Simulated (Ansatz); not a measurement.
Calculated with Ansatz (gas phase, PBE0-D4/def2-TZVP geometries, no zero-point term in ΔE). CBS: MP2 limit from def2 TZ/QZ plus the TZ coupled-cluster correction, frozen cores. This one scheme is used for every species, atoms too. Open shells (•) are unrestricted, without spin–orbit coupling. Spin–orbit coupling would lower the free atoms: a little for Al, C, F, Si. One conformer a species, not always the lowest.

Reaction (atomization): `C=[CH][Al]([F])[SiH3]` → Al• + 2 C• + F• + 6 H• + Si•

```csv
species,CCSD(T)/def2-TZVPP energy (Eh)
`C=[CH][Al]([F])[SiH3]`,-710.52022
Al•,-241.92630
C•,-37.78103
F•,-99.62506
H•,-0.49981
Si•,-288.92770
```

**Question.** Work out ΔE.

**Answer.** ΔE = 6 × (-0.49981) + 2 × (-37.78103) + (-241.92630) + (-99.62506) + (-288.92770) − (-710.52022) = 1.48024 Eh = +40.28 eV. CCSD(T)/CBS gives +41.30 eV.

Largest T1 diagnostic among the species: 0.018.

The D4 term adds +0.36 eV with B3LYP and +0.19 eV with PBE0; it sums over pairs of atoms, weighted by their polarisabilities, and B3LYP, whose exchange is more repulsive, gets the larger term. From PBE to PBE0 (25 % exact exchange), in def2-TZVPP and without D4, ΔE moves by −0.51 eV: exact exchange takes away binding that semilocal exchange gives to molecules.

B3LYP here is the variant with VWN-RPA as its local correlation; programs differ in this.

For atomizations the MP2-based limit and the directly extrapolated one differ by several kJ/mol either way, and by 10 to 25 for some Ge, Se and Sn compounds, so smaller differences from it don't rank the levels.
